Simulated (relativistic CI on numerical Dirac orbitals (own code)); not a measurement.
## W24+: sensitivity of the levels to the model

Base calculation: Dirac-Coulomb-Breit CI, orbitals from a KLI potential per configuration, QED by a radiative potential, unscaled Slater integrals.

Configuration list (outside the closed core [Ar] 3d10): 4s2 4p6 4d10 4f4, 4s2 4p6 4d10 4f3 5s, 4s2 4p6 4d9 4f5, 4s2 4p6 4d10 4f2 5s2, 4s2 4p6 4d10 4f3 5p, 4s2 4p6 4d10 4f2 5s 5p, 4s2 4p6 4d10 4f2 5p2, 4s2 4p6 4d10 4f3 5d, 4s2 4p6 4d10 4f2 5s 5d, 4s2 4p5 4d10 4f5, 4s2 4p6 4d10 4f2 5p 5d, 4s2 4p6 4d9 4f3 5s2, 4s2 4p6 4d9 4f4 5s, 4s2 4p6 4d10 4f3 5f, 4s 4p6 4d10 4f5, 4s2 4p6 4d10 4f2 5d2, 4s2 4p6 4d10 4f3 6s, 4s2 4p6 4d10 4f3 5g, 4s2 4p6 4d10 4f3 6d. Levels of other configurations are missing.

Variants: (1) QED terms removed; (2) only the first 3 configurations. Shifts of the energy above 4s2 4p6 4d10 4f4 5I_4, in cm⁻¹, for the lowest level and the first level of each name with at least 55 % of one term (blank where a level changes its place among those of its configuration and J or its character, or is not in the variant):

| Level | Base | Δ(1) | Δ(2) |
| --- | --- | --- | --- |
| 4s2 4p6 4d10 4f4 5I_4 | 0.0 | 0.0 | 0.0 |
| 4s2 4p6 4d10 4f4 5I_5 | 13597.9 | -71.6 | -101.0 |
| 4s2 4p6 4d10 4f4 5I_6 | 25489.8 | -117.6 | -107.2 |
| 4s2 4p6 4d10 4f4 5I_7 | 35385.2 | -138.8 | -40.2 |
| 4s2 4p6 4d10 4f4 5F_1 | 42303.1 | -58.6 | +1190.9 |
| 4s2 4p6 4d10 4f4 5I_8 | 43808.3 | -146.0 | +5.5 |
| 4s2 4p6 4d10 4f4 5F_3 | 49389.5 | -72.6 | +1231.6 |
| 4s2 4p6 4d10 4f4 5G_2 | 53992.5 | -50.3 | +2103.1 |
| 4s2 4p6 4d10 4f4 5G_3 | 56800.1 | -54.3 | +1652.3 |
| 4s2 4p6 4d10 4f4 3K_6 | 57018.5 | -108.6 | +440.6 |
| 4s2 4p6 4d10 4f4 5F_4 | 63666.9 | -136.0 | +1304.4 |
| 4s2 4p6 4d10 4f4 5G_4 | 74708.6 | -135.7 | +1738.1 |
| 4s2 4p6 4d10 4f4 3G_3 | 77191.2 | -139.1 | +1239.3 |
| 4s2 4p6 4d10 4f4 3P_1 | 82332.1 | -139.4 | +1681.9 |
| 4s2 4p6 4d10 4f4 3L_8 | 86350.2 | -153.7 | +214.4 |
| 4s2 4p6 4d10 4f4 5G_5 | 86749.9 | -173.3 | +1730.2 |
| 4s2 4p6 4d10 4f4 3P_0 | 87681.5 | -88.1 | +1843.5 |
| 4s2 4p6 4d10 4f4 3M_9 | 87849.6 | -151.1 | +55.9 |
| 4s2 4p6 4d10 4f4 3F_4 | 89373.9 | -134.4 | +2090.3 |
| 4s2 4p6 4d10 4f4 5D_0 | 91678.0 | -85.9 | +3374.0 |
| 4s2 4p6 4d10 4f4 3F_2 | 96921.6 | -133.6 | +1991.3 |
| 4s2 4p6 4d10 4f4 5D_1 | 97429.3 | -84.9 | +3070.8 |

At this charge energies of transitions that change n are usually good to better than 1 %, and those within a shell (Δn = 0) to a few per cent. Terms inside the open d or f shell come out 10 to 20 % too wide with unscaled integrals.

Ionisation energy from the two ground configurations alone: base 731.868 eV. The NIST ASD value (semi-empirical) is 734.1 eV.

LS names give the leading component of a level, which can be under half, so a name can repeat, a term be missing and a line seem to break the LS rules.
